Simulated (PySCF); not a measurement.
B(Me)2(NHMe) (C3H10BN), SMILES CNB(C)C.

The structure is a stationary point at B3LYP-D3(BJ)/def2-SVP. One conformer was computed; it need not be the lowest.

All values below come from B3LYP-D3(BJ)/def2-SVP (PySCF).

Harmonic, unscaled wavenumbers; measured fundamentals usually lie a few per cent lower.

| mode | ν (cm⁻¹) | IR (km/mol) | Raman (Å⁴/amu) | depolarisation | moving atoms (share of kinetic energy) |
|---|---|---|---|---|---|
| 1 | 26 | 0.5 | 0.0 | – | H 97 % |
| 2 | 106 | 0.1 | 0.3 | 0.75 | H 96 % |
| 3 | 143 | 1.8 | 0.0 | – | H 83 %, C 10 % |
| 4 | 204 | 1.0 | 0.0 | – | H 48 %, N 33 %, C 17 % |
| 5 | 242 | 0.1 | 0.5 | 0.55 | C 56 %, H 34 % |
| 6 | 309 | 0.4 | 0.2 | 0.70 | C 43 %, H 42 %, N 9 % |
| 7 | 408 | 0.2 | 1.0 | 0.75 | H 48 %, B 43 %, N 9 % |
| 8 | 482 | 1.8 | 1.6 | 0.39 | C 41 %, H 29 %, N 23 % |
| 9 | 640 | 52.5 | 1.9 | 0.75 | H 89 % |
| 10 | 689 | 0.7 | 9.7 | 0.06 | C 54 %, H 28 %, N 17 % |
| 11 | 775 | 14.6 | 0.1 | 0.75 | H 81 %, C 17 % |
| 12 | 830 | 0.7 | 1.0 | 0.60 | H 71 %, C 27 % |
| 13 | 868 | 2.1 | 2.5 | 0.67 | H 62 %, C 27 %, N 9 % |
| 14 | 949 | 24.6 | 0.5 | 0.75 | H 44 %, B 34 %, C 20 % |
| 15 | 1068 | 29.3 | 5.2 | 0.75 | H 66 %, B 18 %, C 14 % |
| 16 | 1098 | 1.8 | 0.2 | 0.34 | C 30 %, B 26 %, N 23 %, H 20 % |
| 17 | 1142 | 0.7 | 1.6 | 0.75 | H 74 %, C 20 % |
| 18 | 1188 | 46.2 | 1.7 | 0.72 | H 44 %, B 26 %, N 17 %, C 14 % |
| 19 | 1297 | 16.5 | 6.2 | 0.75 | H 75 %, C 15 % |
| 20 | 1327 | 60.4 | 9.8 | 0.52 | H 67 %, C 26 % |
| 21 | 1360 | 92.6 | 7.7 | 0.52 | H 53 %, B 28 %, C 17 % |
| 22 | 1436 | 5.1 | 19.3 | 0.75 | H 92 % |
| 23 | 1439 | 2.4 | 17.1 | 0.75 | H 96 % |
| 24 | 1448 | 3.6 | 7.4 | 0.72 | H 93 % |
| 25 | 1451 | 6.0 | 12.9 | 0.75 | H 96 % |
| 26 | 1453 | 30.2 | 13.6 | 0.53 | H 83 %, C 14 % |
| 27 | 1473 | 1.0 | 17.0 | 0.75 | H 97 % |
| 28 | 1477 | 21.5 | 20.6 | 0.58 | H 89 % |
| 29 | 1557 | 146.4 | 5.3 | 0.74 | H 40 %, N 35 %, B 24 % |
| 30 | 3001 | 77.4 | 180.3 | 0.07 | H 97 % |
| 31 | 3007 | 10.1 | 127.8 | 0.00 | H 97 % |
| 32 | 3015 | 5.0 | 173.8 | 0.00 | H 97 % |
| 33 | 3053 | 38.7 | 126.8 | 0.75 | H 90 %, C 10 % |
| 34 | 3075 | 11.8 | 94.0 | 0.75 | H 91 %, C 9 % |
| 35 | 3079 | 17.6 | 57.9 | 0.75 | H 91 %, C 9 % |
| 36 | 3092 | 34.3 | 84.3 | 0.75 | H 91 %, C 9 % |
| 37 | 3108 | 28.1 | 77.1 | 0.68 | H 91 %, C 9 % |
| 38 | 3142 | 11.5 | 46.0 | 0.66 | H 91 %, C 9 % |
| 39 | 3582 | 7.5 | 100.4 | 0.22 | H 93 % |
